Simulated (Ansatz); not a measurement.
C2H4BCl, SMILES `ClB1CC1` from Hartree–Fock to CCSD(T)

| atom | x (Å) | y (Å) | z (Å) |
| --- | --- | --- | --- |
| Cl1 | -2.0216 | 1.5416 | 0.7362 |
| B2 | -0.7104 | 0.5417 | 0.2587 |
| C3 | -0.0904 | -0.3799 | -0.7689 |
| C4 | 0.6497 | -0.0466 | 0.5652 |
| H5 | -0.4570 | -1.3955 | -0.8893 |
| H6 | 0.3357 | 0.0232 | -1.6835 |
| H7 | 0.7507 | -0.8516 | 1.2879 |
| H8 | 1.5433 | 0.5672 | 0.4937 |

Total charge 0; spin multiplicity 1. The geometry is a stationary point of PBE0-D4/def2-TZVP. Frozen core, restricted reference, the Gaussian-basis code of Ansatz. CBS rows extrapolate triple and quadruple zeta; past MP2 they add the triple-zeta difference.

```json
{"basis": "def2-SVP", "HF (Eh)": "-562.01972", "MP2 corr.": "-0.48682"}
{"basis": "def2-TZVPP", "HF (Eh)": "-562.28674", "MP2 corr.": "-0.61779"}
{"basis": "def2-QZVPP", "HF (Eh)": "-562.30391", "MP2 corr.": "-0.66425"}
```

**Question.** Estimate the CCSD correlation energy and the (T) correction in each basis where they were run (hartree).

**Answer.** 
```
     basis  CCSD corr.       (T)
  def2-SVP    -0.52858  -0.01620
def2-TZVPP    -0.65753  -0.02879
 CBS(def2)    -0.73841     as TZ
```
